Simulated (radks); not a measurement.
The numbers below are computed, except where a source is named.
Q: All-electron atom: Au IV in [Xe] 4f13 5d9 (not the ground configuration). Code: a radial shooting solver on a logarithmic mesh with Libxc functionals. Model: scalar-relativistic Kohn-Sham, r2SCAN, spin-polarised, spherical densities, finite nucleus; open shells are filled with parallel spins first (spin-orbit coupling, left out, can overturn this in heavy ions); meta-GGA in the generalised Kohn-Sham scheme; Fermi nuclear charge, rms radius 5.4371 fm. Some entries of the table are withheld. Estimate them.

orbital,occ.,eigenvalue (eV),r(max) (bohr)
1s down,1,-80893.25,0.01042
1s up,1,-80893.25,0.01042
2s up,1,-14343.67,0.06016
2s down,1,-14343.52,0.06016
2p up,3,-12406.48,0.04982
2p down,3,-12406.35,0.04982
3s up,1,-3437.793,0.1695
3s down,1,-3436.728,0.1695
3p up,3,-2873.418,0.1689
3p down,3,-2872.326,0.1689
3d up,5,-2268.580,0.1378
3d down,5,-2267.691,0.1378
4s up,1,-792.3659,0.3823
4s down,1,-790.5504,0.3823
4p up,3,-605.8635,0.4020
4p down,3,-604.1259,0.4020
4d up,5,-380.8341,0.4092
4d down,5,-379.1018,0.4093
5s up,1,-152.1817,0.8413
5s down,1,-150.9399,0.8415
4f up,7,-131.6608,0.3737
4f down,6,-129.8595,0.3740
5p up,3,-101.5067,0.9396
5p down,3,-100.3085,0.9398
5d up,5,(1),1.154
5d down,4,(2),1.156

A: 
(1) 5d up eigenvalue (eV): -43.1995
(2) 5d down eigenvalue (eV): -42.1246
